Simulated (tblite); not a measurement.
Compound: C5H14OSSi2.
Geometry (GFN2-xTB, Å), atoms numbered from 1 in this order:
```
atom  x, y, z in Å
C1    -0.981   -0.706   -1.536
C2    -0.399    0.335   -0.585
Si3   -1.584    1.830   -0.377
C4     0.002   -0.249    0.754
C5    -1.129   -0.866    1.555
C6     0.856    0.669    1.567
O7     1.458    1.621    1.134
S8     1.338   -1.568    0.613
Si9    2.838   -0.764   -0.711
H10   -1.956   -1.049   -1.198
H11   -0.325   -1.573   -1.615
H12   -1.103   -0.276   -2.527
H13    0.518    0.731   -1.038
H14   -1.217    2.640    0.779
H15   -2.948    1.321   -0.205
H16   -1.511    2.608   -1.613
H17   -1.574   -1.693    1.008
H18   -0.752   -1.252    2.500
H19   -1.893   -0.117    1.757
H20    0.962    0.353    2.622
H21    2.295   -0.756   -2.066
H22    3.222    0.557   -0.250
H23    3.876   -1.770   -0.558
```

Method: GFN2-xTB as coded in tblite; computed harmonic values from a numerical Hessian at the method's own geometry, unscaled. Against measured fundamentals such values can be off by several per cent, at times by over 20. Modes of hydrogen on silicon can be 10 to 20 % off. One conformer, not necessarily the lowest.

Harmonic wavenumbers (cm⁻¹): 65.5, 77.3, 92.4, 114.3, 132.8, 154.8, 162.8, 191.1, 216.2, 225.3, 244.2, 272.5, 300.7, 316.4, 336.9, 429.2, 498.2, 536.5, 550.2, 555.7, 568.4, 597.3, 671.1, 698.9, 753.2, 766.6, 771.7, 785.2, 791.8, 798.8, 828.2, 891.4, 967.1, 1006.2, 1053.0, 1061.7, 1104.2, 1177.9, 1223.8, 1251.7, 1319.7, 1374.2, 1402.1, 1419.1, 1471.3, 1488.3, 1503.4, 1513.5, 1728.8, 2242.0, 2280.6, 2294.3, 2313.6, 2355.8, 2374.3, 2782.0, 2910.3, 3000.7, 3016.5, 3028.0, 3029.6, 3037.6, 3051.0.

A = 1365, B = 705.3, C = 691.3 MHz; mass 178.030 u (most abundant isotopes); point group C1, symmetry number 1.

Problem. What is the zero-point energy?

Solution. Half the sum of the wavenumbers: 37089 cm⁻¹ = 443.68 kJ/mol.

Problem. Entropy at 298.15 K, 1 bar (ideal gas, RRHO, classical rotation)?

Solution. Translation 173.48, rotation 127.85, vibration 182.66: S = 484.0 J/(mol K).

Problem. And Cp and H(298.15 K) − H(0)?

Solution. Cp = 224.54 J/(mol K), of which vibrations give 191.28 (their classical limit is 63 R = 523.8); H(298.15 K) − H(0) = 39.61 kJ/mol without the zero-point energy, 29.69 from vibrations.

Problem. Blend soft modes into free rotors: weight 1/[1 + (100 cm⁻¹/ν̃)⁴] for the oscillator and the rest for a rotor with moment μB/(μ + B), μ = h/(8π²ν), B = 10⁻⁴⁴ kg m². What vibrational entropy results?

Solution. 173.74 J/(mol K) in place of 182.66, which changes −T·S at 298.15 K by +2.66 kJ/mol.

Problem. Which modes carry the vibrational entropy at 298.15 K?

Solution. 65.5 cm⁻¹: 17.93; 77.3 cm⁻¹: 16.56; 92.4 cm⁻¹: 15.10; 114.3 cm⁻¹: 13.37; 132.8 cm⁻¹: 12.15; 154.8 cm⁻¹: 10.93 J/(mol K); the other 57 give 96.62 together.

Problem. What must be added to the electronic energy to get the Gibbs energy at 298.15 K and 1 bar?

Solution. ZPE + [H(298.15 K) − H(0)] − T·S = 443.68 + 39.61 − 144.30 = 338.99 kJ/mol.

Problem. How do the functions run with temperature in this model?

Solution. 
```csv
T (K),S (J/(mol K)),Cp (J/(mol K)),H − H(0) (kJ/mol),G − H(0) (kJ/mol),ln q(vib)
50,255.4,62.9,2.15,-10.62,0.44
100,312.6,105.2,6.40,-24.86,2.03
373.15,538.4,261.3,57.86,-143.06,12.97
500,622.4,312.6,94.39,-216.79,17.84
750,763.8,384.6,182.20,-390.64,26.71
1000,881.4,432.3,284.71,-596.71,34.68
```

q(vib) and H(0) count from the zero-point level.

Hindered rotation and anharmonicity are outside this model. Other conformers, if any are populated, would add a mixing term that is left out. The structure is chiral; the term R ln 2 for an equal mix with its mirror image is left out.
